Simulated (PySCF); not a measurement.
# Nuclear quadrupole coupling in `CNc1ccc[n+]([O-])c1`

C6H8N2O.
Numbering: `[CH3:1][NH:2][c:3]1[cH:4][cH:5][cH:6][n+:7]([O-:8])[cH:9]1` (hydrogens: H10, H11, H12 on C1; H13 on N2; H14 on C4; H15 on C5; H16 on C6; H17 on C9)

Cartesian coordinates in Å at the GFN2-xTB level; atoms count from 1:
```
atom  x, y, z in Å
C1    -2.5204    0.7500   -0.1838
N2    -1.6126   -0.3560   -0.3317
C3    -0.2858   -0.3021   -0.0431
C4     0.5191   -1.4411   -0.2048
C5     1.8626   -1.3483    0.0905
C6     2.4043   -0.1628    0.5367
N7     1.6346    0.9362    0.6966
O8     2.1338    2.0149    1.1062
C9     0.3170    0.8663    0.4111
H10   -2.5529    1.0982    0.8527
H11   -2.2232    1.5870   -0.8217
H12   -3.5183    0.4324   -0.4737
H13   -1.9804   -1.2401   -0.6352
H14    0.0851   -2.3643   -0.5548
H15    2.5071   -2.2054   -0.0250
H16    3.4466   -0.0385    0.7798
H17   -0.2236    1.7855    0.5632
```

Field gradients from the PBE0/pcSseg-1 density (PySCF, non-relativistic), principal values in atomic units, ordered |Vxx| ≤ |Vyy| ≤ |Vzz|:

```
atom      Vxx      Vyy      Vzz
  N2   0.5690   0.6619  -1.2310
  N7   0.0394   0.1596  -0.1990
  O8  -0.4170  -2.1293   2.5463
```

Problem. Find the asymmetry η = (Vxx − Vyy)/Vzz and the couplings χ = eQV/h (234.96 MHz × Q in barn × V in au), with Q(14N) = 0.02044 b, Q(17O) = −0.0256 b.

Solution. 
```
atom            environment  nucleus     η  χzz (MHz)  χxx (MHz)  χyy (MHz)
  N2  aniline-type nitrogen      14N  0.08      -5.91       2.73       3.18
  N7       N-oxide nitrogen      14N  0.60     -0.956      0.189      0.767
  O8         N-oxide oxygen      17O  0.67     -15.32       2.51      12.81
```

Problem. What is Vzz at O8 in SI units (1 au = 9.71736 × 10²¹ V/m²)?

Solution. 2.5463 au = 24.743 × 10²¹ V/m².

Were the hydrogens deuterons (Q(2H) = 0.00286 b), χzz would run from 198 kHz (H10 and H11) to 281 kHz (H13).

One conformer (not necessarily the lowest) at the GFN2-xTB geometry, without solvent, vibrations or thermal averaging. GFN2-xTB bond lengths can be off by several hundredths of an ångström, more for odd bonds, and the gradients follow them. The basis is small and wasn't made for field gradients, so the couplings can be 20 % off.
